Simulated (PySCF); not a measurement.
sulfur difluoride (F2S), SMILES FSF. Heavy atoms are numbered as in [F:1][S:2][F:3].

Geometry: r2SCAN-D4/def2-TZVP.

Method: PBE/pcSseg-2 (PySCF).

GIAO shieldings, no solvent; atoms alike by connectivity are averaged. δ = σ(ref) − σ: ¹⁹F against CFCl3 (σ = 132.0 ppm); ³³S against H2S (σ = 705.0 ppm), references at their B3LYP-D3(BJ)/def2-TZVP geometries, non-relativistic.

| nucleus | atoms | count | δ (ppm) |
|---|---|---|---|
| ¹⁹F | F1 | 2 | -189.5 |
| ³³S | S2 | 1 | 1685.3 |
